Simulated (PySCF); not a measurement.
Pb(H)(OH) (H2OPb), SMILES [OH][PbH] (connectivity only; charge and spin as stated), neutral, multiplicity 1. Heavy atoms are numbered as in [PbH:1][OH:3]. Hydrogens are named by the atom that carries them.

Coordinates come from a B3LYP-D3(BJ)/def2-TZVP optimisation. The def2 effective core potentials stand for the cores of Pb; spin–orbit coupling is left out.

Method: B3LYP/def2-TZVPD in PySCF.

Mulliken values depend strongly on the basis, most of all with diffuse functions as here. ESP charges are fitted to the potential on shells at 1.4 to 2.0 van der Waals radii. Atomic charges (e), one atom of each kind:

```json
[
 {"atom": "Pb1 (PbH)", "Mulliken": "0.60", "ESP fit": "0.51"},
 {"atom": "H on Pb1", "Mulliken": "-0.17", "ESP fit": "-0.21"},
 {"atom": "O3 (OH)", "Mulliken": "-0.73", "ESP fit": "-0.67"},
 {"atom": "H on O3", "Mulliken": "0.30", "ESP fit": "0.37"}
]
```
